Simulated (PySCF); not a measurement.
SbI2, SMILES [I][Sb+][I] (connectivity only; charge and spin as stated), charge +1, multiplicity 1.

Geometry: PBE0-D3(BJ)/def2-SVP. The spin state was assumed, not searched. The isomer is the one that the SMILES or the coordinates give; other isomers of the formula were not compared. The def2 effective core potentials stand for the cores of I, Sb; spin–orbit coupling is left out.

Level of theory: CAM-B3LYP/def2-TZVPD run with PySCF.

### Question
Estimate the frontier levels, gap, dipole moment and polarisability. (Estimate from the structure and the level; the computed values follow.)

### Answer

```yaml
highest_occupied_level: -13.86 eV
lowest_empty_level: -8.61 eV
orbital_gap: 5.25 eV
dipole_moment_about_the_centre_of_nuclear_charge: 2.13 D
mean_static_polarisability: 105.4 bohr³ (15.61 Å³)
polarisability_principal_values: 66.9, 93.1, 156.2 bohr³
```
